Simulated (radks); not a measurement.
Results of a calculation; reference values are marked as such.
The gadolinium ion Gd2+ inside a hard spherical wall (all orbitals vanish at R), configuration held at [Xe] 4f7 5d1 and not refilled when levels cross. Code: a radial shooting solver on a logarithmic mesh with Libxc functionals. Model: scalar-relativistic Kohn-Sham, LDA (Slater exchange, Perdew-Wang correlation), spin-polarised, spherical densities, finite nucleus; open shells are filled with parallel spins first (spin-orbit coupling, left out, can overturn this in heavy ions); Fermi nuclear charge, rms radius 5.1569 fm. Eigenvalues in eV for spin up, with the zero of energy where the potential of the charges vanishes at infinity; a dash marks a level that is unbound or too diffuse for the functional's potential to be trusted. A positive occupied level is held by the wall or, in an anion where self-interaction has pushed it up, behind a barrier. The pressure on the wall is -dE/dV.

R (bohr),E (hartree),kinetic (hartree),e(5s),e(5p),e(4f),e(5d),"e(6s, empty)","e(6p, empty)",pressure (GPa)
free,-11262.3531,12088.629,-64.934,-42.148,-24.542,-15.963,-15.533,-10.946,0
20,-11262.3531,12088.629,-64.934,-42.148,-24.542,-15.963,-15.533,-10.946,< 0.0001
12,-11262.3531,12088.629,-64.934,-42.148,-24.542,-15.963,-15.533,-10.945,< 0.0001
7,-11262.3525,12088.635,-64.900,-42.116,-24.506,-15.920,-15.393,-10.433,0.0486
5,-11262.3371,12088.742,-64.502,-41.745,-24.075,-15.263,-13.328,-6.428,2.49
3,-11261.5755,12093.257,-58.395,-35.164,-16.711,-3.745,18.311,35.597,467
2,-11252.8126,12131.675,-23.981,6.165,17.312,53.818,158.95,193.51,15200
